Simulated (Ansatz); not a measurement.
Isomers of Cs4H5⁻ (singlet), relaxed with r2SCAN-D4/def2-TZVPD; total energies from Ansatz at CCSD(T)/def2-TZVPD.

```
isomer                                         description  energy (Eh)
     A  point group not assigned; 12 × Cs–H 2.84 to 3.07 Å    -82.83193
     B  point group not assigned; 11 × Cs–H 2.78 to 2.98 Å    -82.82812
```

In the def2 sets Cs takes a core potential; there is no spin–orbit coupling. Correlated methods freeze no core orbitals; core or outer-core shells of Cs are correlated, in sets that lack core-valence functions.

The isomers come from a short search, and lower ones may exist.

Task: Work out the relative energies (1 Eh = 2625.5 kJ/mol) and the Boltzmann populations at 800 K from electronic energies alone (R = 8.314 J/mol/K).

Result: ΔE: A 0.0, B 10.0 kJ/mol. RT = 6.65 kJ/mol. Factors exp(−ΔE/RT): A 1, B 0.222; sum 1.222. Populations: A 81.8 %, B 18.2 %. Zero-point energy, vibrational entropy and symmetry numbers are left out and can shift these; an error of 4 kJ/mol changes a ratio by a factor of 1.8. Over the other density-functional and correlated levels in def2 sets, the gap between A and B ranges from 13 to 21 kJ/mol.
